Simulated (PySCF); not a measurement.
A structure optimised at PBE0-D3(BJ)/def2-SVP, used in a PySCF frequency run:

```xyz
12

O      0.0000     0.0000     2.6598
C      0.0000     0.0000     1.4457
C      0.0000    -1.2653     0.6710
C      0.0000    -1.2653    -0.6710
C      0.0000     0.0000    -1.4457
O      0.0000     0.0000    -2.6598
C      0.0000     1.2653    -0.6710
C      0.0000     1.2653     0.6710
H      0.0000    -2.1848     1.2620
H      0.0000    -2.1848    -1.2620
H      0.0000     2.1848    -1.2620
H      0.0000     2.1848     1.2620
```
Charge 0, spin multiplicity 1.

**Question.** Write its SMILES, formula and point group.

**Answer.** O=C1C=CC(=O)C=C1, C6H4O2, D2h

**Question.** What are its rotational constants (standard atomic weights)?

**Answer.** 5.2557, 1.6590, 1.2610 GHz
